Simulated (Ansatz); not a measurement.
Geometry optimisation, Ansatz 0.2.0, RKS B3LYP/def2-SVP.

Input:

```yaml
crystal:
  periodic: [false, false, false]
  atoms:
    - { symbol: Ge, position_ang: [0.0, 0.0, 0.0] }
    - { symbol: C, position_ang: [0.0, 0.0, 1.96] }
    - { symbol: H, position_ang: [-0.9996, -0.3092, 2.3305] }
    - { symbol: H, position_ang: [0.7676, -0.7111, 2.3305] }
    - { symbol: H, position_ang: [0.232, 1.0203, 2.3305] }
    - { symbol: H, position_ang: [1.4616, 0.0, -0.5162] }
    - { symbol: Cl, position_ang: [-1.0456, 1.8115, -0.7393] }
    - { symbol: H, position_ang: [-0.73, -1.2648, -0.5162] }
basis:
  gaussian: { orbitals: def2-SVP }
hamiltonian:
  xc: b3lyp
relax:
  f_tol: 0.02
  max_steps: 40
output:
  orbitals: {}
```

Command:

```bash
$ ansatz run input.yaml --threads 2 --pin off --max-ram 3072MiB --backend cpu --events-out ev --progress --plain --runs-dir out
```

Question: Where does it end, and by what steps?

Answer: It converged. The force dipped under the threshold on the way, but the program's further checks kept it going. After 7 steps the energy has fallen by 0.042 eV; H3 moved furthest, 0.21 Å.

```
step  energy less start (eV)  largest force component (eV/Å)  accepted
   0                  0.0000                           0.434       yes
   1                 -0.0216                           0.181       yes
   2                 -0.0366                           0.051       yes
   3                 -0.0381                           0.019       yes
   4                 -0.0402                           0.043       yes
   5                 -0.0414                           0.098       yes
   6                 -0.0381                           0.203        no
   7                 -0.0423                           0.013       yes
```

```xyz
8
Properties=species:S:1:pos:R:3
Ge 0.027 -0.024 0.011
C -0.001 0.004 1.967
H -1.033 -0.097 2.332
H 0.602 -0.829 2.361
H 0.416 0.953 2.336
H 1.453 0.142 -0.552
Cl -1.136 1.686 -0.710
H -0.642 -1.288 -0.563
```

Whether the end is a true minimum wasn't checked by a vibrational analysis.

Time of the run: 19 s on 2 threads of Arm Neoverse V1, on a shared host, peak memory 0.18 GiB.
